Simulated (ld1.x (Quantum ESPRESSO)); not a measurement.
**palladium: one change to a TM potential, before and after**

```json
{"Element": "Pd (Z = 46)", "Generator": "ld1.x (Quantum ESPRESSO) 7.5", "Type": "norm-conserving Troullier–Martins (Kleinman–Bylander form)", "Functional": "PBE", "Relativity": "non-relativistic", "Frozen core": "[Ar] 3d10 4s2", "Valence charge": "16", "Reference configuration": "4p6 4d9 5s0 5p0 (charge +1)", "Partial waves": "5s (bound, empty): rc 2.10 bohr; 4p (bound): rc 1.60 bohr; 4d (bound): rc 1.70 bohr", "Local potential": "all-electron potential smoothed inside 1.60 bohr (lloc = -1)", "Core correction": "Bessel-smoothed model core inside 0.90 bohr"}
```

Change: type RRKJ; local potential the s channel; rho0 0.001.

Cutoffs: the cutoffs (Ry, on a coarse ladder) from which the occupation-weighted sum of valence levels, in a spherical-Bessel basis at the reference potential, stays within 10 and 1 mRy of its value at 400 Ry; they do not see the model core or the augmentation charge, which bear on the density cutoff. Errors are all-electron minus pseudo energies relative to the spin-unpolarised reference configuration.

Q: How do hardness, ghosts and transferability respond?

A: The potential gets softer (60 Ry and 90 Ry → 55 Ry and 60 Ry); the bound ghost in s disappears; of the 7 tests that both files solve, the error grows in 6 and shrinks in 0 by more than 15 % and 0.3 meV (median size 39.0 → 117.5 meV); the range in which the s phases agree narrows (upper end 2.2 → 1.1); the range in which the p phases agree narrows (upper end -0.5 → -1.8). Several settings change at once here, so the effects cannot be laid on one of them.

```csv
quantity,base,changed
"cutoff, loose",60 Ry,55 Ry
"cutoff, tight",90 Ry,60 Ry
loose cutoff by channel (10 mRy a level),"p 30 Ry, d 50 Ry","p 30 Ry, d 45 Ry"
bound ghosts,s,none
"error for 4p6 4d10 5s0 5p0, meV [ΔE -9.25 eV]",-3.2,-57
"error for 4p6 4d8 5s0 5p0, meV [ΔE 21.11 eV]",-8.3,-110
"error for 4p6 4d7 5s0 5p0, meV [ΔE 55.91 eV]",-42,-506
"error for 4p6 4d8 5s1 5p0, meV [ΔE 5.54 eV]",-39,-118
"error for 4p6 4d9 5s1 5p0, meV [ΔE -7.08 eV]",-6.2,-6.6
"error for 4p5 4d10 5s0 5p0, meV [ΔE 46.02 eV]",-47,-117
"error for 4p6 4d9 5s0 5p1, meV [ΔE -3.78 eV]",+100,-410
s: phases at 2.29 bohr within 0.05 rad from the reference energy up to (Ry; the scan ends near 5),2.2,1.1
p: phases at 2.29 bohr within 0.05 rad from the reference energy up to (Ry; the scan ends near 5),-0.5,-1.8
d: phases at 2.29 bohr within 0.05 rad from the reference energy up to (Ry; the scan ends near 5),2.5,0.5
```

Changed file: These tests converged, but a pseudo level misses the all-electron one widely, so the file describes the atom poorly there or has found another state: 4p6 4d7 5s0 5p0: empty 5p by 2.7 eV (a node warning on the way). A true bound ghost makes a file unfit for plane-wave use even where its test errors are small: the radial tests pick states by their node count and pass the ghost by.
